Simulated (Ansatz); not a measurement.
W(OH)2(H)4 (H₆O₂W), SMILES [OH][WH4][OH], multiplicity 1.

Coordinates come from a PBE0-D3(BJ)/def2-SVP optimisation. The geometry has at least one imaginary mode, so it is a saddle point at that level. The spin state was assumed, not searched. The structure was generated by enumeration; whether it is a known compound was not checked. The def2 effective core potentials stand for the cores of W; spin–orbit coupling is left out. The values are those of a single conformer.

Two levels are set side by side: PBE/def2-SVPD (Ansatz, a first-principles code) and PBE0/def2-SVPD (Ansatz). Energy differences of separate SCF runs at the same geometry; the states with an electron removed or added have multiplicity 2 and 2. Differences are taken from unrounded values.

| quantity | PBE0 |
|---|---|
| vertical ionisation energy (eV) | 9.84 |
| vertical singlet–triplet gap (eV) | 3.27 |

**Question.** What does PBE give, and how far is it from PBE0? (Estimate from the structure and the level; the computed values follow.)

**Answer.** 
```tsv
quantity	PBE	PBE minus PBE0
vertical ionisation energy (eV)	9.61	-0.23
vertical singlet–triplet gap (eV)	3.34	0.07
```
